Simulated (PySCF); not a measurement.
# As: excitation energy

As [Ar] 3d10 4s2 4p3 (4S) → As [Ar] 3d10 4s1 4p4 (4P), as a difference of total energies. Computed with PySCF 2.14 in x2c-QZVPPall (11s8p5d4f1g, 97 functions), with the spin-free X2C one-electron Hamiltonian (Gaussian nucleus). Correlated levels: valence: [Ar] 3d10 frozen. The calculations carry no spin-orbit coupling.

```csv
method,excitation energy (eV)
UHF,8.586
MP2 (valence),8.693
SCS-MP2 (valence),8.715
CCSD (valence),8.320
CCSD(T) (valence),8.209
```

Question: How much does correlation contribute at CCSD(T) (valence)?

Answer: 8.209 − (8.586) = -0.377 eV, measured against UHF.

A first-order spin-orbit estimate (lowest level to lowest level, LS coupling) adds -0.091 eV.

The coupled-cluster amplitudes are large for the upper state (T1 above 0.03 or a double amplitude above 0.15), so a single reference is strained.
